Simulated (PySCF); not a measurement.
A GIAO shielding run with PySCF 2.14 (density fitting, non-relativistic, gas phase) on `CC[SiH2][Si@@H]([SiH3])[SiH2][SiH3]`, C₂H₁₆Si₅:

```
$ OMP_NUM_THREADS=1 python probes_run.py task.json out

{"job": {"kind": "nmr", "xc": "PBE0", "basis": "pcSseg-1"}, "charge": 0, "multiplicity": 1}
C     -3.314424     1.312507    -0.042966
C     -2.061441     0.527358    -0.403177
Si    -1.116659    -0.124447     1.117537
Si     0.788213    -1.219596     0.350846
Si     0.307440    -3.074971    -0.972244
Si     2.311440     0.267854    -0.623836
Si     3.233395     1.892883     0.739144
H     -3.830616     1.662797    -0.936110
H     -4.004164     0.692325     0.525583
H     -3.060126     2.178876     0.564044
H     -2.339410    -0.309761    -1.047627
H     -1.402408     1.164590    -0.997317
H     -2.054340    -0.960007     1.883287
H     -0.832116     1.029056     1.986644
H      1.464682    -1.737595     1.565536
H      1.506300    -3.768560    -1.449345
H     -0.440362    -2.675909    -2.168925
H     -0.509419    -4.090039    -0.300228
H      1.631181     0.915360    -1.761241
H      3.388073    -0.489493    -1.285913
H      3.829800     1.292553     1.935696
H      4.285200     2.705118     0.120187
H      2.215008     2.836084     1.210502
```

Hardware: 1 thread of an Arm Neoverse V1, shared host. The job also computes population analyses, field gradients.

**Question.** How large is the calculation?

**Answer.** 98 electrons, 234 basis functions and 1335 auxiliary functions.

**Question.** How long does it take, and how much memory does it need?

**Answer.** 57 s of wall time, with 12 SCF cycles and 4 response iterations; peak memory 1.1 GiB. Times on a shared host scatter by some tens of per cent.
